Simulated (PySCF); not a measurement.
A structure optimised at PBE-D3(BJ)/def2-SVP, used in a PySCF frequency run:

```xyz
9

C      1.2025    -0.5600     0.9157
S      0.1493    -0.0866    -0.3867
C     -1.4901    -0.5228     0.3588
O      0.1697     1.4044    -0.6333
H      1.2506    -1.6394     1.1379
H      2.1087     0.0578     1.0184
H     -1.6326     0.1257     1.2427
H     -1.5055    -1.5955     0.6304
H     -2.2419    -0.3022    -0.4219
```
Charge 0, spin multiplicity 2.

Question: Write its SMILES and formula.

Answer: [CH2]S(C)=O, C2H5OS

Question: What are its rotational constants (standard atomic weights)?

Answer: 7.3175, 6.9568, 4.0993 GHz
